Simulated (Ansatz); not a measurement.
Two isomers of C2H5ClO2Si: A = `O=CC[SiH](O)Cl`, B = `O=COC[SiH2]Cl`.

Calculated with Ansatz (gas phase, PBE0-D4/def2-TZVP geometries, no zero-point term in ΔE). CBS: MP2 limit from def2 TZ/QZ plus the TZ coupled-cluster correction, frozen cores. Functionals use def2-TZVPP. One conformer a species, not always the lowest.

Which is lower in electronic energy at CCSD(T)/CBS, and by how much? (Estimate.)

Ansatz gave: A, by 40.3 kcal/mol.

Give E(B) − E(A) in kcal/mol with CCSD(T)/def2-TZVPP, PBE-D4, B2PLYP, CCSD/def2-TZVPP, ωB97M-V, HF/def2-TZVPP, r2SCAN-D4. (Best estimate.)

The calculation gave: CCSD(T)/def2-TZVPP 39.0, PBE-D4 35.1, B2PLYP 38.4, CCSD/def2-TZVPP 39.7, ωB97M-V 38.7, HF/def2-TZVPP 39.2, r2SCAN-D4 37.7. None reverses the order clearly.

Largest T1 diagnostic: 0.014.

From PBE to PBE0 (25 % exact exchange), in def2-TZVPP and without D4, E(B) − E(A) moves by +2.2 kcal/mol.
